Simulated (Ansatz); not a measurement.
Ansatz (a first-principles code) input (PBE/3-21G): The .json file is the Basis Set Exchange's 3-21G.

Ansatz 0.2 input:
```yaml
crystal:
  periodic: [false, false, false]
  atoms:
    - {symbol: Si, position_ang: [-1.50778772, 0.13774757, 0.35054881]}
    - {symbol: As, position_ang: [0.78599117, -0.10273817, -0.21715900]}
    - {symbol: H, position_ang: [-2.31214413, -0.74463328, -0.52616254]}
    - {symbol: H, position_ang: [-1.95116584, 1.54029198, 0.15906993]}
    - {symbol: H, position_ang: [-1.74116208, -0.24603510, 1.76427665]}
    - {symbol: H, position_ang: [1.17579141, 0.91227013, 0.86137954]}
basis:
  gaussian:
    orbitals: 3-21G.json
hamiltonian:
  xc: {name: PBE}
magnetization: {spin_polarized: true, initial_magnetization: 1}
output: {forces: true}
```

Output:

```
Functional definition: PBE
integrals: 0.01 GiB planned
521 factors; their error is unknown
mean field: 0.11 GiB planned
mean field evaluation 1: about -68434.3275 eV, gradient 6.0e0 eV
mean field evaluation 2: about -68434.5524 eV, gradient 3.2e0 eV
mean field evaluation 4: about -68434.6594 eV, gradient 1.3e-1 eV
mean field evaluation 8: about -68434.6003 eV, gradient 1.1e-1 eV
mean field evaluation 16: about -68434.6004 eV, gradient 2.3e-5 eV
mean field -68434.60042205 eV, -2514.9251788721 hartree, gradient 2.3e-5 eV, S^2 0.751920; 0 other end points of the search recorded, 0 dependent functions left out
the calculation of the forces begins
reference -68434.60045114 eV, -2514.9251799413 hartree; 26, 25 occupied and 18, 19 virtual orbitals, 521 factors
Total energy: -68434.60045114 eV, -2514.9251799413 hartree
Atom 0 at    -1.507788     0.137748     0.350549 Å, force    -0.199990    -0.027459    -0.004393 eV/Å
Atom 1 at     0.785991    -0.102738    -0.217159 Å, force     0.574145    -0.419991    -0.542493 eV/Å
Atom 2 at    -2.312144    -0.744633    -0.526163 Å, force    -0.277289    -0.280350    -0.275706 eV/Å
Atom 3 at    -1.951166     1.540292     0.159070 Å, force    -0.170753     0.483323    -0.046577 eV/Å
Atom 4 at    -1.741162    -0.246035     1.764277 Å, force    -0.100363    -0.115421     0.491459 eV/Å
Atom 5 at     1.175791     0.912270     0.861380 Å, force     0.174250     0.359898     0.377710 eV/Å
Dipole moment:    -0.036537     0.068340     0.080831 e Å
```

The geometry given is a B3LYP-D3(BJ)/def2-TZVP minimum.
